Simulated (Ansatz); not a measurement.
`[CH3][GeH]([Cl])[Cl]` + H₂O → `[OH][GeH]([Cl])[Cl]` + CH₄ at 298.15 K and 1 bar (formal hydrolysis of a Ge–C bond).

Gas-phase electronic energies from Ansatz, PBE0-D4/def2-TZVP geometries. CCSD(T)/CBS is the MP2 limit (def2-TZVPP, def2-QZVPP) plus CCSD(T) − MP2 in def2-TZVPP, frozen cores. This one scheme is used for every species. For Ge outer-core shells are correlated without core-valence functions, which leaves a few kJ/mol of doubt a bond. Scalar relativity is left out up to krypton. Each species was taken in one conformer, which may not be the lowest.

```csv
species,CCSD(T)/CBS energy (Eh),H − E (kJ/mol),S (J/(mol·K))
`[CH3][GeH]([Cl])[Cl]`,-3036.22487,144.5,346.1
H₂O,-76.37941,66.4,188.7
`[OH][GeH]([Cl])[Cl]`,-3072.15640,83.3,336.8
CH₄,-40.46206,127.4,186.2
```

H − E and S are ideal-gas, rigid-rotor, harmonic terms from PBE0-D4/def2-TZVP, for one conformer and one mirror image of each species. 1 Eh = 2625.50 kJ/mol, R = 8.31446 J/(mol·K).

By hand: ΔE, ΔH, ΔS and ΔG.

ΔE = (-3072.15640) + (-40.46206) − (-3036.22487) − (-76.37941) = -0.01418 Eh = -37.2 kJ/mol. Δ(H − E) = 83.3 + 127.4 − 144.5 − 66.4 = -0.2, so ΔH = -37.4 kJ/mol. ΔS = 336.8 + 186.2 − 346.1 − 188.7 = -11.8 J/(mol·K). ΔG = -37.4 − 298.15 × (-11.8)/1000 = -33.9 kJ/mol.

By hand: the equilibrium constant, and the temperature at which ΔG would vanish if ΔH and ΔS stayed fixed.

log₁₀ K = −ΔG/(RT ln 10) = 5.9. ΔG = 0 at ΔH/ΔS = 3169 K, far beyond where these terms or the molecules hold.

The number of gas molecules stays the same, so ΔS is small and ΔH decides. A doubt of 5 kJ/mol in ΔE shifts log₁₀ K by 0.9 here. Other conformers and mirror images would add mixing entropy, several J/(mol·K) or more a flexible species. These are equilibria of isolated gas molecules and say nothing of rates. Largest T1 diagnostic: 0.010 (customary marks: 0.02 for closed shells, 0.045 for open ones).
